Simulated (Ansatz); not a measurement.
Isolated molecules relaxed with PBE0-D4/def2-TZVP in Ansatz; ΔE leaves out vibrations. CCSD(T)/CBS adds triple-zeta CCSD(T) − MP2 to the extrapolated MP2 energy (def2 sets, frozen cores). This one scheme is used for every species. DFT in def2-TZVPP. B3LYP here is the variant with VWN-RPA as its local correlation; programs differ in this. One conformer a species, not always the lowest.

Consider the silylene formation by 1,1-elimination: `F[SiH2]C[SiH3]` → `C[SiH3]` + `F[SiH]`.

`F[SiH2]C[SiH3]`:

Cartesian coordinates in Å:
```
F 1.309 -1.844 0.547
Si 0.515 -0.694 1.333
C 0.193 0.723 0.184
Si -0.650 0.271 -1.432
H -0.761 -1.281 1.815
H 1.358 -0.294 2.488
H -0.445 1.439 0.717
H 1.135 1.237 -0.036
H 0.254 -0.548 -2.278
H -1.886 -0.508 -1.156
H -1.023 1.500 -2.182
```

`C[SiH3]`:

Z-matrix (Å, degrees):
```
C
Si 1 1.871
H 1 1.092 2 110.8
H 1 1.092 2 110.8 3 -120.0
H 1 1.092 2 110.8 3 120.0
H 2 1.488 1 110.7 3 -179.9
H 2 1.488 1 110.7 3 -59.9
H 2 1.488 1 110.7 3 60.1
```

`F[SiH]`:

Cartesian coordinates in Å:
```
F -0.611 -0.968 -0.480
Si -0.464 0.483 0.207
H 1.075 0.485 0.273
```

| level | ΔE (kJ/mol) |
| --- | --- |
| PBE-D4 | 207.3 |
| B3LYP-D4 | 203.5 |
| PBE | 198.1 |
| HF/def2-TZVPP | 200.9 |

Problem. What does CCSD(T)/CBS give? (Estimate.)

Solution. Ansatz gave: +214.1 kJ/mol. The listed levels differ from it by -6.8, -10.6, -16.0, -13.2 kJ/mol.

Largest T1 diagnostic among the species: 0.015.

The D4 term adds +14.9 kJ/mol with B3LYP and +8.1 kJ/mol with PBE0; it sums over pairs of atoms, weighted by their polarisabilities, and B3LYP, whose exchange is more repulsive, gets the larger term. In def2-TZVPP, CCSD(T) changes the Hartree–Fock value by +7.4 kJ/mol (the triples alone add +2.6 kJ/mol) and MP2 by +25.7 kJ/mol. From PBE to PBE0 (25 % exact exchange), in def2-TZVPP and without D4, ΔE moves by +15.7 kJ/mol.
